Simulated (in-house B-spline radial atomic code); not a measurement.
Ge²⁹⁺. Computed with a B-spline radial atomic code. Model: all-electron spherical atom, spin shells full or empty, radial basis limit, no spin-orbit coupling: exact exchange with a local potential (Slater, KLI or optimised effective potential, whose far tail is KLI's), no correlation.

Empty minority-spin level lies below the highest occupied level: each spin potential is zero at infinity, spin occupations fixed.

The run also made RPA and GW results, which its time includes.

The Slater potential averages the orbital exchange potentials with the orbital densities as weights, KLI adds orbital constants, and the optimised effective potential minimises the exact-exchange energy among local potentials. So their energies lie above Hartree-Fock in the order OEP, KLI, Slater. All fall off as −1/r, unlike LDA and GGA exchange.

Command:
```bash
python run_gw.py task.json out
```
Settings (lengths in bohr, energies in hartree):
```
Z                      32
electrons              3
configuration          [He] 2s1
hamiltonian            nr
method                 kli
lmax                   9
spin_polarised         True
box_radius             3.12
intervals              62
ion_configuration      1s2
```

Time taken, with all properties: 1 s on 1 thread of Intel(R) Xeon(R) Platinum 8488C (Sapphire Rapids) (shared host).

Given: hamiltonian non-relativistic; mean-field start exchange-only KLI.

Computed: energy above Hartree-Fock 0.63965 millihartree; virial ratio -E/T less 1 -0.000354.

```
radius (bohr)  r times exchange potential up (hartree bohr)  r times exchange potential down (hartree bohr)
      0.00156                                     -0.045636                                       -0.049315
      0.00184                                     -0.053787                                       -0.058131
      0.00216                                     -0.063084                                       -0.068189
      0.00253                                     -0.073795                                       -0.079784
      0.00297                                     -0.086479                                       -0.093525
      0.00349                                      -0.10138                                        -0.10968
       0.0041                                      -0.11872                                        -0.12852
      0.00482                                      -0.13897                                        -0.15055
      0.00566                                      -0.16227                                        -0.17596
      0.00664                                      -0.18895                                        -0.20515
       0.0078                                      -0.21976                                        -0.23901
      0.00916                                      -0.25472                                        -0.27766
       0.0108                                             ?                                               ?
       0.0126                                      -0.33702                                        -0.36991
       0.0148                                      -0.38476                                        -0.42447
       0.0174                                      -0.43611                                        -0.48437
       0.0205                                      -0.49023                                        -0.54932
        0.024                                             ?                                               ?
       0.0282                                      -0.59329                                        -0.68197
       0.0332                                        -0.639                                        -0.74867
        0.039                                      -0.67453                                        -0.81011
       0.0458                                      -0.69626                                        -0.86442
       0.0537                                       -0.6993                                        -0.90919
       0.0631                                      -0.67713                                        -0.94422
       0.0741                                      -0.62395                                        -0.96884
       0.0871                                      -0.55476                                        -0.98456
        0.102                                      -0.53961                                        -0.99318
         0.12                                      -0.61603                                         -0.9975
        0.141                                       -0.7242                                        -0.99924
        0.166                                       -0.8209                                        -0.99982
        0.195                                      -0.89395                                        -0.99997
        0.228                                       -0.9435                                              -1
        0.268                                      -0.97484                                              -1
        0.315                                      -0.99082                                              -1
         0.37                                      -0.99735                                              -1
        0.435                                      -0.99943                                              -1
        0.511                                      -0.99991                                              -1
```

What belongs in the row 0.0108?

r times exchange potential up (hartree bohr): -0.2951; r times exchange potential down (hartree bohr): -0.32267.

What belongs in the row 0.024?

r times exchange potential up (hartree bohr): -0.54238; r times exchange potential down (hartree bohr): -0.61447.

| occupied | level (hartree) | Hartree-Fock level (hartree) |
| --- | --- | --- |
| 1s up | -482.12 | -486.38 |
| 1s down | -485.71 | -485.72 |
| 2s up | -115.52 | -115.52 |

```csv
empty,level (hartree)
2s down,-116.7
2p down,-115.34
2p up,?
3s down,-51.147
3s up,?
3p down,-50.691
3p up,-50.28
3d down,-50.217
3d up,-49.998
4s down,-28.599
4s up,-28.486
4p down,-28.404
4p up,-28.247
4d down,-28.225
```

What belongs in the row 2p up?

level (hartree): -113.33.

What belongs in the row 3s up?

level (hartree): -50.866.

The highest level, 2s up, differs from Hartree-Fock by +0.0095 eV and the deepest, 1s down, by +0.165 eV: a local potential can match the highest level but can't give each shell its own exchange.
